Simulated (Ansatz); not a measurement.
Wavefunction ladder for C2H6SSi, SMILES `CC[Si]S`

Cartesian coordinates in Å:
```
C -0.518 1.357 -0.449
C -0.144 -0.012 0.109
Si 1.502 -0.695 -0.574
S 1.566 -2.568 0.451
H -1.460 1.721 -0.033
H -0.628 1.327 -1.537
H 0.250 2.102 -0.226
H -0.058 0.022 1.204
H -0.929 -0.750 -0.103
H 0.420 -2.506 1.159
```

Charge 0, multiplicity 1. All single points use the PBE0-D4/def2-TZVP geometry. It is one conformer, not always the lowest. Frozen core, restricted reference, Ansatz 0.2.0. CBS rows extrapolate triple and quadruple zeta.

| basis | HF (Eh) | MP2 corr. | CCSD corr. | (T) | CCSD(T) total |
| --- | --- | --- | --- | --- | --- |
| def2-SVP | -765.40800 | -0.50219 | -0.56150 | -0.01787 | -765.98737 |
| def2-TZVPP | -765.73396 | -0.63403 | -0.68868 | -0.03048 | -766.45312 |
| def2-QZVPP | -765.75744 | ? | -0.72617 | -0.03415 | ? |
| CBS(def2) | -765.76067 | -0.71384 | -0.75393 | -0.03687 | -766.55147 |
| cc-pV(D+d)Z | -765.69624 | -0.50840 | -0.56942 | -0.01836 | -766.28402 |
| cc-pV(T+d)Z | -765.74496 | -0.63452 | ? | -0.03056 | ? |
| cc-pV(Q+d)Z | -765.75599 | -0.67944 | -0.72586 | -0.03409 | -766.51594 |
| CBS(cc) | ? | ? | -0.75206 | -0.03661 | ? |

Question: Fill in the withheld values. (Estimate.)

Answer: The calculation gave: def2-QZVPP MP2 corr.: -0.67987; def2-QZVPP CCSD(T) total: -766.51776; cc-pV(T+d)Z CCSD corr.: -0.68907; cc-pV(T+d)Z CCSD(T) total: -766.46459; CBS(cc) HF (Eh): -765.75931; CBS(cc) MP2 corr.: -0.71142; CBS(cc) CCSD(T) total: -766.54798.
